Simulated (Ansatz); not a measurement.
Input file for Ansatz (an electronic-structure program): R-CCSD(T)/def2-SVPD on H4SSe (a complex), monomers drawn apart or pushed together. The run froze 19 orbitals, filled d shells among them.

Ansatz 0.2 input:
```yaml
crystal:
  periodic: [false, false, false]
  atoms:
    - {symbol: S, position_ang: [-0.23344105, -0.23086733, -0.08260392]}
    - {symbol: H, position_ang: [0.58208655, 0.81659205, 0.11794158]}
    - {symbol: H, position_ang: [-1.30168883, 0.43315143, 0.38675016]}
    - {symbol: Se, position_ang: [0.35507057, 0.28467062, 5.01545458]}
    - {symbol: H, position_ang: [0.57212401, 0.05481218, 6.45421041]}
    - {symbol: H, position_ang: [0.56556653, -1.13459607, 4.70689584]}
basis:
  gaussian:
    orbitals: def2-SVPD
magnetization: {spin_polarized: false}
correlation: {method: ccsd_t, electrons: outside_noble_gas}
scf: {lower_state_search: off}
```

**Question.** What total energy does the run end on?

**Answer.** -2799.6300 hartree (reference determinant -2799.2842, T1 diagnostic 0.010).
